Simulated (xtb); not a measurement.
CdClBr, SMILES [Cl][Cd][Br]. All values are semi-empirical tight-binding results from xtb (GFN2-xTB unless named), good for trends rather than for accurate numbers. The structure is a stationary point at GFN2-xTB.

Optimised geometry:

Bond lengths (Å): Cd1–Cl2 2.268, Cd1–Br3 2.429. Angles (°): Cl2–Cd1–Br3 114.4.
Charge 0, spin multiplicity 1.

For metal compounds this method's bond lengths and energies can be far off.

Computed properties:
- point group as xtb finds it = Cs
- orbital gap = 3.19 eV
- zero-point energy = 0.8 kcal/mol
- G − E(el) at 298.15 K (modified RRHO) = -19.0 kcal/mol

### Question
Give the atomic charges and the Wiberg bond orders between heavy atoms. (Estimate from the structure and the level; the computed values follow.)

### Answer
charges (e) Cd1 0.39, Cl2 -0.24, Br3 -0.15. Bond orders Cd1–Cl2 0.93, Cd1–Br3 1.02.
